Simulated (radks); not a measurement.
The numbers below are computed, except where a source is named.
Q: Kr XII, 25 electrons, occupied as [Ar] 3d(3/2: 4, 5/2: 3). Code: a radial shooting solver on a logarithmic mesh with Libxc functionals. Model: Dirac Kohn-Sham, BLYP, spin-unpolarised, spherical densities, finite nucleus; Fermi nuclear charge, rms radius 4.1884 fm. Some entries of the table are withheld. Estimate them.

orbital,occ.,eigenvalue (eV),<r^2> (bohr^2)
1s1/2,2,-14433.20,0.002318
2s1/2,2,(1),0.03954
2p1/2,2,-1960.917,(2)
2p3/2,4,-1906.955,(3)
3s1/2,2,-514.5989,0.2994
3p1/2,2,(4),(5)
3p3/2,4,(6),(7)
3d3/2,4,-333.1418,0.2935
3d5/2,3,-331.5547,0.2965

A: 
(1) 2s1/2 eigenvalue (eV): -2139.527
(2) 2p1/2 <r^2> (bohr^2): 0.03029
(3) 2p3/2 <r^2> (bohr^2): 0.03171
(4) 3p1/2 eigenvalue (eV): -451.2328
(5) 3p1/2 <r^2> (bohr^2): 0.2999
(6) 3p3/2 eigenvalue (eV): -442.4277
(7) 3p3/2 <r^2> (bohr^2): 0.3101
